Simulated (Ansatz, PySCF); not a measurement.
H5Sb, SMILES [SbH5]. Atoms are numbered in the order given.

```xyz
6

Sb     0.0000     0.0000     0.0000
H      0.0000     0.0000     1.7724
H      0.0000     0.0000    -1.7724
H      1.7125     0.0000     0.0000
H     -0.8562     1.4831     0.0000
H     -0.8562    -1.4831     0.0000
```

Geometry optimised at r2SCAN-D4/def2-TZVP. The def2 effective core potentials stand for the cores of Sb; spin–orbit coupling is left out.

Two levels are set side by side: PBE-D3(BJ)/def2-TZVP (Ansatz, a first-principles code) and r2SCAN-D4/def2-TZVP (Ansatz). Each level has its own optimised geometry; the coordinates shown are those of the second. Frequencies come from the Hessian of PySCF at each geometry. Differences are taken from unrounded values.

```json
[
 {"quantity": "mean bond length (Å)", "r2SCAN-D4": "1.736"},
 {"quantity": "bond Sb1–H2 (Å)", "r2SCAN-D4": "1.772"},
 {"quantity": "bond Sb1–H3 (Å)", "r2SCAN-D4": "1.772"},
 {"quantity": "bond Sb1–H4 (Å)", "r2SCAN-D4": "1.712"},
 {"quantity": "bond Sb1–H5 (Å)", "r2SCAN-D4": "1.712"},
 {"quantity": "bond Sb1–H6 (Å)", "r2SCAN-D4": "1.712"},
 {"quantity": "highest harmonic wavenumber (cm⁻¹)", "r2SCAN-D4": "1926"},
 {"quantity": "mean harmonic wavenumber (cm⁻¹)", "r2SCAN-D4": "1215"},
 {"quantity": "zero-point energy (kcal/mol)", "r2SCAN-D4": "20.85"}
]
```

Q: What does PBE-D3(BJ) give, and how far is it from r2SCAN-D4? (Estimate from the structure and the level; the computed values follow.)

A: 
```csv
quantity,PBE-D3(BJ),PBE-D3(BJ) minus r2SCAN-D4
mean bond length (Å),1.751,0.015
bond Sb1–H2 (Å),1.785,0.013
bond Sb1–H3 (Å),1.785,0.013
bond Sb1–H4 (Å),1.729,0.016
bond Sb1–H5 (Å),1.729,0.016
bond Sb1–H6 (Å),1.729,0.016
highest harmonic wavenumber (cm⁻¹),1856,-71
mean harmonic wavenumber (cm⁻¹),1171,-44
zero-point energy (kcal/mol),20.09,-0.76
```
